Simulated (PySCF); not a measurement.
Structure problem from calculated spectra and properties.

Formula: C5H7F5Si.

- Triplet: lowest triplet excitation (Tamm–Dancoff): 6.71 eV [TDA PBE0/def2-SVPD]
- Rotational structure: rotational constants A, B, C: 1.816, 0.625, 0.573 GHz [PBE0-D3(BJ)/def2-SVP]
- UV, strongest line: among the 10 lowest singlet transitions: S8 at 8.49 eV (146 nm, f = 0.115) [TDDFT PBE0/def2-SVPD]
- Polarisability: 87.5 au [PBE0/def2-SVPD]
- Dipole: 2.35 D [PBE0/def2-SVPD]
- UV, first state: lowest singlet excitation: 7.21 eV (172 nm, f = 0.014) [TDDFT PBE0/def2-SVPD]
- NMR, other nuclei: isotropic shieldings of nuclei other than C and H, by class: 273 (3 F), 324 (2 F), 386 (1 Si) ppm [GIAO PBE0/pcSseg-1]
- 13C NMR: chemical shifts (computed TMS as zero) by class: 125.5 (1 C), 117.7 (1 C), 37.0 (1 C), 10.0 (2 C) ppm [GIAO PBE0/pcSseg-1]

Gas-phase values; electronic properties from PySCF, density fitting. Levels stand in brackets. One conformer (not necessarily the lowest) at the PBE0-D3(BJ)/def2-SVP geometry, without solvent, vibrations or thermal averaging. NMR classes are plain means over equivalent atoms (diastereotopic ones count apart unless rotation or inversion swaps them), as if these changed places fast.

Question: Give a SMILES that accounts for the data.

Answer: Numbering: `[F:1][C:2]([F:3])([F:4])[C:5]([F:6])([F:7])[CH:8]1[CH2:9][SiH2:10][CH2:11]1`. Its formula, C5H7F5Si, gives 1 degree of unsaturation: 1 ring and 0 π bonds in the structure found. 5 carbons fall into 4 classes; from least to most shielded: CF3 carbon [C2] (125.5 ppm), CF2 carbon [C5] (117.7 ppm), four-membered-ring carbon [C8] (37.0 ppm), ring sp3 carbon bound to silicon [C9/C11] (10.0 ppm, 2 C, up to 2.2 ppm apart in this geometry). The other shieldings belong to: 273 ppm, fluorine of a CF3 group [F1/F3/F4]; 324 ppm, fluorine of a CF2 group [F6/F7]; 386 ppm, SiH2 silicon [Si10]. The optimised geometry has point group C1 and is an asymmetric top. Structure: `FC(C(C1C[SiH2]C1)(F)F)(F)F`. The assignments are read from this structure; whether some other isomer fits the data as well wasn't checked.

Conformer computed: `[F:1][C:2]([F:3])([F:4])[C:5]([F:6])([F:7])[CH:8]1[CH2:9][SiH2:10][CH2:11]1`: F1–C2–C5–F6 -60°, C2–C5–C8–C9 177°.
